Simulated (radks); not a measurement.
Values are calculated unless marked as measured or tabulated.
Q: Orbital eigenvalues (eV) of the selenium ion Se+, [Ar] 3d10 4s2 4p3, of relativity; Dirac values are averaged over j with weights 2j + 1. Spin-unpolarised spherical Kohn-Sham, PBE, point nucleus unless stated (finite: rms radius 4.14 fm), a radial shooting solver on a logarithmic mesh with Libxc functionals. A level marked "c x" has the speed of light scaled by that factor and shares open shells by 2j + 1; other Dirac levels either fill j = l - 1/2 first or share by 2j + 1.

shell  non-rel.
1s       -12312
2s      -1572.4
2p      -1413.0
3s      -216.66
3p      -161.86
3d      -64.929
4s      -26.231
4p      -15.423

Give the values at the level "Dirac, c x 10".

A: 
shell  Dirac, c x 10  change of magnitude (%)
1s            -12314                    +0.02
2s           -1572.8                    +0.03
2p           -1413.1                    +0.01
3s           -216.73                    +0.03
3p           -161.88                    +0.01
3d           -64.916                    -0.02
4s           -26.237                    +0.02
4p           -15.423                    0.00
